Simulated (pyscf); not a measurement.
Single points on ωB97X-D3(BJ)/def2-SVP structures (PySCF, gas phase).

### Question
How much does it cost (ΔH, 298 K, ωB97M-D3(BJ)/def2-TZVP) to split H₂N–SiH₂–O–SiH₂–OH at its O–Si bond into H₂N–SiH₂• + •O–SiH₂–OH?

### Answer
O–Si to H₂N–SiH₂• + •O–SiH₂–OH: 132.7 kcal/mol. The 7 functionals that were run give +121.7 (PBE) to +134.7 kcal/mol (M06-2X). •O–SiH₂–OH lies 22.4 kcal/mol over its isomer HO–SiH•–OH, and others may lie lower still (electronic energy, ωB97M-D3(BJ)). Other isomers of H₂N–SiH₂• were not searched in full and may lie lower.
